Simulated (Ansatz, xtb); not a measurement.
# Relative energy of two isomers of CH4SeZn

We compare a, `C[Se][ZnH]`, a singlet, with b, `[CH3][Zn][SeH]`, a singlet. Both are isolated molecules in the gas phase, relaxed with PBE0-D3(BJ)/pcseg-1.

Quicker runs give these differences E(b) − E(a): GFN2-xTB +8.7 kcal/mol; HF/STO-3G +10.0 kcal/mol (at GFN2-xTB geometries); r2SCAN-D4/def2-SVP −14.7 kcal/mol (at GFN2-xTB geometries).

Problem. Which of the two would you expect CCSD(T)/def2-TZVP electronic energies to favour?

Solution. Structure b; the calculation gives E(b) − E(a) = −12.6 kcal/mol.

How the difference moves with the method:

```json
{"level": "GFN2-xTB", "geometry": "GFN2-xTB", "E(b) − E(a) (kcal/mol)": "+8.7", "departure from the last row (kcal/mol)": "+21.3", "job, with rough time for the two": "optimisation, 0.21 s"}
{"level": "HF/STO-3G", "geometry": "GFN2-xTB", "E(b) − E(a) (kcal/mol)": "+10.0", "departure from the last row (kcal/mol)": "+22.6", "job, with rough time for the two": "single point, 3.3 s"}
{"level": "r2SCAN-D4/def2-SVP", "geometry": "GFN2-xTB", "E(b) − E(a) (kcal/mol)": "−14.7", "departure from the last row (kcal/mol)": "−2.1", "job, with rough time for the two": "single point, 4.2 s"}
{"level": "PBE0-D3(BJ)/pcseg-1", "geometry": "PBE0-D3(BJ)/pcseg-1", "E(b) − E(a) (kcal/mol)": "−12.3", "departure from the last row (kcal/mol)": "+0.3", "job, with rough time for the two": "optimisation, 32 s"}
{"level": "HF/def2-TZVP", "geometry": "PBE0-D3(BJ)/pcseg-1", "E(b) − E(a) (kcal/mol)": "−10.4", "departure from the last row (kcal/mol)": "+2.3", "job, with rough time for the two": "part of the CCSD(T) run"}
{"level": "MP2/def2-TZVP", "geometry": "PBE0-D3(BJ)/pcseg-1", "E(b) − E(a) (kcal/mol)": "−13.1", "departure from the last row (kcal/mol)": "−0.5", "job, with rough time for the two": "part of the CCSD(T) run"}
{"level": "CCSD(T)/def2-TZVP", "geometry": "PBE0-D3(BJ)/pcseg-1", "E(b) − E(a) (kcal/mol)": "−12.6", "departure from the last row (kcal/mol)": "", "job, with rough time for the two": "single point, 2.6 min"}
```

As drawn, b has 1 C–Zn, 1 Se–H in place of 1 C–Se, 1 Zn–H.

GFN2-xTB, HF/STO-3G put the two in the other order. The largest departure from CCSD(T)/def2-TZVP is that of HF/STO-3G, 22.6 kcal/mol.

With harmonic frequencies from PBE0-D3(BJ)/pcseg-1 (ideal gas, rigid rotor, one conformer each, 400 K, 1 atm): on the last row, ΔE + ΔZPE = −13.5 kcal/mol. A mode under 50 cm⁻¹ makes harmonic enthalpies and free energies unreliable, so none is given.

The correlated steps freeze 15 core orbitals; the filled d shell of Se is correlated; the last core shell of Zn is correlated, in a basis made for valence electrons. Programs: Ansatz 0.2.0, xtb 6.7.1; the last row on 2 threads of Arm Neoverse V1 on a shared host.
